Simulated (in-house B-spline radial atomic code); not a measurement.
The platinum ion Pt³⁺ is squeezed into an impenetrable sphere of radius R (the orbitals vanish at R). Computed with a B-spline radial code for spherical atoms: Dirac-Hartree-Fock, average of configuration, Fermi nucleus of rms radius 5.427 fm.

Energies in eV above the free ion in [Xe] 4f14 5d7:

| R (bohr) | highest level (eV) | [Xe] 4f14 5d7 | [Xe] 4f14 5d6 5f1 | [Kr] 4d10 4f14 5s2 5p5 5d7 5f1 |
| --- | --- | --- | --- | --- |
| 7.76 | -44.5 | 1.567e-05 | 29.91 | 88.66 |
| 6.29 | -44.5 | 0.001325 | 30.68 | 89.39 |
| 5.2 | -44.5 | 0.03083 | 32.36 | 90.99 |
| 4.07 | -44.1 | 0.6761 | 37.26 | 95.71 |
| 3.53 | -43 | 2.778 | 43.3 | 101.7 |
| 3.18 | -41.5 | 6.864 | 51.12 | 109.7 |
| 2.45 | -31.2 | 47.17 | 104.8 | 165.8 |
| 2.21 | -22.2 | 92.37 | 157.2 | 220.8 |
| 1.76 | 17.6 | 358.6 | 444.3 | 519 |
| 1.26 | 192 | 2030 | 2151 | 2262 |

(1) Does [Xe] 4f14 5d6 5f1 fall below [Xe] 4f14 5d7 under compression?

(2) Does [Kr] 4d10 4f14 5s2 5p5 5d7 5f1 fall below [Xe] 4f14 5d7 under compression?

The highest level is first positive in the row R = 1.76 bohr, pushed up by confinement above the zero of the free ion's potential. Each configuration is held fixed and needn't be the lowest in the sphere.

Answers

(1) No, it stays above over the whole range.

(2) No, it stays above over the whole range.
